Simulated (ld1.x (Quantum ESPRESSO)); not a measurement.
**Cl, PAW: configuration errors across variants**

chlorine, PAW, made with ld1.x (Quantum ESPRESSO) 7.5 (LDA (PZ), scalar-relativistic). Core [He], reference 2s2 2p6 3s1 3p6. Waves: 2s (bound): rcut 0.65, rcutus 0.80 bohr; 3s (bound): rcut 0.65, rcutus 0.80 bohr; 2p (bound): rcut 0.60, rcutus 0.65 bohr; 3p (bound): rcut 0.60, rcutus 0.65 bohr. Local part: all-electron potential smoothed inside 0.70 bohr (lloc = -1). Core correction: Bessel-smoothed model core inside 0.40 bohr. Augmentation charge: BESSEL, radius 0.65 bohr.

All-electron excitation energies from the reference (eV): (1) 2s2 2p6 3s2 3p5 -12.048; (2) 2s2 2p6 3s2 3p4 1.923; (3) 2s2 2p6 3s2 3p3 27.451; (4) 2s2 2p6 3s2 3p5.3 -14.221; (5) 2s2 2p6 3s1 3p5 14.517; (6) 2s2 2p6 3s2 3p4.5 -6.414; (7) 2s2 2p5 3s2 3p5 198.124; (8) 2s2 2p6 3s1 3p6 spin -0.267; (9) 2s2 2p6 3s2 3p5 spin -12.234.

Spin tests fill each open shell by Hund’s rule, majority spin first.

On the changes marked as counting shells twice: ld1.x takes every shell without a wave as core, so the model core holds the marked electrons as well and exchange and correlation see them twice. This cancels in the reference configuration, but the file is broken for other ones, and its errors say nothing about a proper core correction.

The overlap operator is not positive definite (basis up to 400 Ry) in “base”, “local potential all-electron potential smoothed inside 0.36 bohr (lloc = -1)”, “core correction Bessel-smoothed model core inside 0.80 bohr”, “waves 2p (bound): rcut 0.60, rcutus 0.68 bohr; 3p (bound): rcut 0.60, rcutus 0.68 bohr”. Such files are unfit for use, however small their errors in these radial tests.

4 further variants failed, have other tests or another functional or relativity, and are left out.

The file “type TM; waves now 2s (bound): rc 0.80 bohr; 2p (bound): rc 0.65 bohr; local potential the p channel (3p, 3s counted twice)” misses its own reference levels by 0.7 eV.

Errors AE − PS in meV (a dash: test not solved or not reliable):

```tsv
change	(1)	(2)	(3)	(4)	(5)	(6)	(7)	(8)	(9)	bound ghosts
base	+1.4	+1.8	+2.1	+1.3	+0.1	+1.6	+32	+0.1	+1.4	not determined (overlap not positive)
local potential all-electron potential smoothed inside 0.36 bohr (lloc = -1)	+5.4	+6.2	+8.4	+5.3	+0.6	+5.7	+211	+0.2	+5.4	not determined (overlap not positive)
core correction Bessel-smoothed model core inside 0.80 bohr	+1.4	+1.8	+2.2	+1.3	+0.1	+1.6	+32	+0.1	+1.4	not determined (overlap not positive)
waves 2p (bound): rcut 0.60, rcutus 0.68 bohr; 3p (bound): rcut 0.60, rcutus 0.68 bohr	+1.2	+1.4	+1.5	+1.1	+0.1	+1.3	+26	+0.1	+1.2	not determined (overlap not positive)
type TM; waves now 2s (bound): rc 0.80 bohr; 2p (bound): rc 0.65 bohr; local potential the p channel (3p, 3s counted twice)	+525	+1312	+2261	+324	+743	+898	+839	-87	+459	none
```

(1) Give the same row for: all radii but the core radius scaled by about 1.32 (s 1.06, p 0.86 bohr, rcut 0.86/0.80); local potential all-electron potential smoothed inside 0.92 bohr (lloc = -1); augmentation BESSEL, radius 0.86 bohr.

Answers

(1) +1.0, +0.5, –, +1.2, –, +0.6, –, 0.0, +1.0; bound ghosts: none. Not counted: 2s2 2p6 3s2 3p3 (converged, but collapsed or in another state, printed error -70.8 eV); 2s2 2p5 3s2 3p5 (converged, but collapsed or in another state, printed error -64.6 eV); 1 more.
